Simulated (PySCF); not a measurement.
CH2InNO, SMILES O=C=[N][InH2].

The structure is a stationary point at B3LYP-D3(BJ)/def2-SVP. The def2 effective core potentials stand for the cores of In; spin–orbit coupling is left out.

Level of theory: C-PCM-M06-2X/def2-SVP (PySCF).

The values are the electrostatic part of the solvation free energy, E(continuum) − E(gas) at the gas-phase geometry, in a cavity of scaled van der Waals radii (PySCF's table); cavitation and dispersion terms are not included. A continuum can't describe solvent molecules that bind to the metal. In vacuum the orbital gap is 7.32 eV. The dipole moment in vacuum is 4.41 D.

| solvent | ε | ΔG(elec) (kcal/mol) | dipole (D) | gap (eV) |
|---|---|---|---|---|
| water | 78.36 | -8.2 | 5.61 | 8.14 |
| dimethylsulfoxide | 46.83 | -8.2 | 5.60 | 8.13 |
| tetrahydrofuran | 7.43 | -7.1 | 5.44 | 8.03 |
